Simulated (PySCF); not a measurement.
Two species compared at the same levels of theory.

First species: MgMeH, CH₄Mg.
Geometry (PBE0-D3(BJ)/def2-SVP, Å), atoms numbered from 1 in this order:
```
atom  x, y, z in Å
Mg1   -0.009   -0.009   -1.321
C2     0.005    0.006    0.776
H3    -0.290    0.987    1.188
H4     1.004   -0.224    1.186
H5    -0.691   -0.738    1.199
H6    -0.020   -0.021   -3.029
```

Second species: ZnMeBr, CH3BrZn (singlet state).
SMILES: `[CH3][Zn][Br]`

Levels: PBE0/def2-SVPD for dipole moment, HOMO energy, LUMO energy, HOMO–LUMO gap, static isotropic polarisability and electronic spatial extent ⟨r²⟩ about the centre of nuclear charge; TDDFT PBE0/def2-SVPD for lowest singlet excitation; TDA PBE0/def2-SVPD for lowest triplet excitation (Tamm–Dancoff); PBE0-D3(BJ)/def2-SVP for rotational constant A and rotational constant C. Geometries: PBE0-D3(BJ)/def2-SVP. Each species is one conformer at its optimised geometry, gas phase, non-relativistic unless stated; the electronic structure was computed with PySCF and density fitting.

Values for the first species:

```
Dipole moment                                                     : 0.40 D
HOMO energy                                                       : -6.83 eV
LUMO energy                                                       : -0.38 eV
HOMO–LUMO gap                                                     : 6.45 eV
Lowest singlet excitation                                         : 5.16 eV
Lowest triplet excitation (Tamm–Dancoff)                          : 4.65 eV
Static isotropic polarisability                                   : 45.4 au
Electronic spatial extent ⟨r²⟩ about the centre of nuclear charge : 176 bohr²
Rotational constant A                                             : 159.824 GHz
Rotational constant C                                             : 9.668 GHz
```

Question: Estimate the same properties for the second species, and the change in each.

Answer: 
```
                                                         property        first       second  second less first
                                                    dipole moment       0.40 D       2.38 D            +1.98 D
                                                      HOMO energy     -6.83 eV     -8.22 eV           -1.39 eV
                                                      LUMO energy     -0.38 eV     -0.70 eV           -0.32 eV
                                                    HOMO–LUMO gap      6.45 eV      7.52 eV           +1.07 eV
                                        lowest singlet excitation      5.16 eV      6.22 eV           +1.06 eV
                         lowest triplet excitation (Tamm–Dancoff)      4.65 eV      5.77 eV           +1.12 eV
                                  static isotropic polarisability      45.4 au      60.1 au           +14.7 au
electronic spatial extent ⟨r²⟩ about the centre of nuclear charge    176 bohr²    698 bohr²         +522 bohr²
                                            rotational constant A  159.824 GHz  157.350 GHz         -2.474 GHz
                                            rotational constant C    9.668 GHz    1.555 GHz         -8.113 GHz
```

On the first: The polarisability is 6.73 Å³ as a volume (1 au = 0.148185 Å³), or 2.06 au for each of the 22 electrons. In atomic units the dipole is 0.16 e·bohr (1 au = 2.5417 D).

On the second: In atomic units the dipole is 0.94 e·bohr (1 au = 2.5417 D). In wavenumbers S1 is 50200 cm⁻¹ (1 eV = 8065.54 cm⁻¹). The calculation is non-relativistic and has no spin–orbit coupling, an omission that weighs most on bromine.
